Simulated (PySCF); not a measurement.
CH6ClFSi3, SMILES F[Si@]1(Cl)C[SiH2][SiH2]1. Geometry optimised at PBE-D3(BJ)/def2-SVP. The structure was generated by enumeration; whether it is a known compound was not checked.

Computed equilibrium geometry at PBE-D3(BJ)/def2-SVP (PySCF confirms it by a frequency run) as Cartesian coordinates in Å:
```xyz
12

F      0.3961     0.7916    -1.8563
Si     0.5195     0.2208    -0.3205
Cl     2.4764     0.5531     0.3033
C     -0.0244    -1.5898    -0.2905
Si    -1.8765    -1.2724     0.1404
Si    -1.3413     0.8918     0.9628
H      0.1758    -2.1711    -1.2131
H      0.4665    -2.1064     0.5627
H     -2.4616    -2.2783     1.0937
H     -2.7157    -1.1988    -1.1056
H     -2.1445     2.0946     0.5565
H     -1.0617     0.9102     2.4422
```
Charge 0, spin multiplicity 1.
